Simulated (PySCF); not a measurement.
How methods differ on the ionisation energy of Pb³⁹⁺

Pb³⁹⁺ [Kr] 4d7 [4d3/2^4 4d5/2^3, M_J = 9/2] → Pb⁴⁰⁺ [Kr] 4d6 [4d3/2^4 4d5/2^2, M_J = 4], as a difference of total energies. All numbers are calculated (PySCF 2.14, the two-component X2C-1e Hamiltonian, in an even-tempered Gaussian basis (16 s from 4.6 bohr⁻², ratio 2.8; 14 p from 5.9 bohr⁻², ratio 2.8; 9 d from 5.9 bohr⁻², ratio 2.8; 3 f from 25 bohr⁻², ratio 3)). Correlated levels: [Ar] 3d10 frozen; the 90 highest virtual spinors dropped. "Screened" scales the spin-orbit matrix elements by Boettger's factors to mimic the two-electron term; Breit and QED terms are absent.

```tsv
method	ionisation energy (eV)
GHF (spin-free)	1890.7
GMP2 (spin-free)	1891.1
GHF (screened spin-orbit)	1882.9
GMP2 (screened spin-orbit)	1882.9
```

Breit and QED terms and the two-electron picture change are absent.

The spin-free rows relax to the high-spin LS determinant and lack the spin-orbit shift.

The labels give the starting determinants; with spin-orbit coupling the two ends relaxed to ⟨J²⟩ = 24.75, ⟨L²⟩ = 16.00, ⟨S²⟩ = 2.63 and ⟨J²⟩ = 20.01, ⟨L²⟩ = 12.81, ⟨S²⟩ = 3.02.

For comparison: 1884 ± 4 eV (theoretical estimate listed by NIST; NIST Atomic Spectra Database, ionization energies).
